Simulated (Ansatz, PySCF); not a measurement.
System: C2H6GeI (charge 0, doublet). SMILES: [Ge]([CH3])([CH3])[I]
Structure (B3LYP-D3(BJ)/def2-TZVP (Ansatz, a program for electronic structure) minimum search):
```xyz
10

C      1.3537    -1.8075     1.1863
Ge    -0.2358    -1.1944     0.1703
C     -1.8308    -1.1557     1.3488
I      0.2234     1.2301    -0.5568
H      1.2001    -2.8372     1.5105
H      2.2457    -1.7476     0.5671
H      1.4744    -1.1646     2.0598
H     -1.6040    -0.5346     2.2169
H     -2.0623    -2.1695     1.6769
H     -2.6839    -0.7386     0.8186
```
Charge 0, spin multiplicity 2.

Unscaled harmonic wavenumbers (cm⁻¹) in rising order, each level at the stationary point that it reaches from this structure (no distance between atoms moves by over 0.3 Å); the order of modes can differ between levels, and a negative number is imaginary. B3LYP-D3(BJ)/def2-TZVP (PySCF, at the structure above): 117, 125, 126, 139, 169, 225, 537, 571, 715, 757, 786, 850, 1231, 1247, 1443, 1449, 1452, 1464, 3036, 3037, 3117, 3118, 3145, 3145.

HF/3-21G (Ansatz): 124, 130, 131, 149, 180, 208, 621, 659, 834, 871, 914, 967, 1452, 1467, 1608, 1612, 1614, 1622, 3189, 3191, 3259, 3260, 3288, 3288. Zero-point energy 49.5 against 45.7 kcal/mol; where all levels lie over 400 cm⁻¹, the wavenumbers are on average 1.112 times those of B3LYP-D3(BJ)/def2-TZVP.

HF/6-31G* with LANL2DZ past Ar (Ansatz): 127, 133, 133, 150, 178, 215, 570, 610, 819, 857, 895, 955, 1409, 1426, 1590, 1594, 1596, 1605, 3211, 3213, 3292, 3293, 3317, 3317. Zero-point energy 49.3 against 45.7 kcal/mol; where all levels lie over 400 cm⁻¹, the wavenumbers are on average 1.094 times those of B3LYP-D3(BJ)/def2-TZVP.

B3LYP/6-31G* with LANL2DZ past Ar (Ansatz): 116, 122, 125, 135, 168, 204, 524, 560, 746, 785, 817, 883, 1280, 1300, 1475, 1481, 1483, 1496, 3058, 3059, 3139, 3141, 3168, 3168. Zero-point energy 46.4 against 45.7 kcal/mol; where all levels lie over 400 cm⁻¹, the wavenumbers are on average 1.018 times those of B3LYP-D3(BJ)/def2-TZVP.
